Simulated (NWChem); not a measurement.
**Basis-set convergence for Cl₂Sn**

```xyz
3

Sn     0.0000     0.0000     0.6266
Cl     1.8492     0.0000    -0.9215
Cl    -1.8492     0.0000    -0.9215
```
Charge 0, spin multiplicity 1.

The numbers come from NWChem runs, not from measurements. Structure: optimised with PBE/def2-SVP with def2 effective core potentials on Sn, a minimum by its harmonic frequencies.

Quantity: first vertical ionisation energy at the level G0W0@PBE.

Effective core potentials replace the inner electrons of Sn; spin-orbit coupling is left out. GW and range-separated runs recompute their integrals, the others keep them in memory, which bears on the times. The structure started from a generated list of species.

Relative cost: rough, from shared machines, SCF included, def2-SVP = 1.

```json
[
 {"basis": "def2-SVP", "functions": "62", "first vertical ionisation energy (eV)": "___", "relative cost": "1"},
 {"basis": "def2-SVPD", "functions": "86", "first vertical ionisation energy (eV)": "___", "relative cost": "under 3"},
 {"basis": "def2-TZVP", "functions": "124", "first vertical ionisation energy (eV)": "9.64", "relative cost": "5"},
 {"basis": "def2-TZVPP", "functions": "134", "first vertical ionisation energy (eV)": "9.66", "relative cost": "5"},
 {"basis": "def2-TZVPD", "functions": "148", "first vertical ionisation energy (eV)": "9.64", "relative cost": "8"},
 {"basis": "def2-QZVP", "functions": "222", "first vertical ionisation energy (eV)": "___", "relative cost": "40"}
]
```

### Question
Some entries are withheld; supply them.

### Answer

- def2-SVP, first vertical ionisation energy (eV): 8.99
- def2-SVPD, first vertical ionisation energy (eV): 9.27
- def2-QZVP, first vertical ionisation energy (eV): 9.88
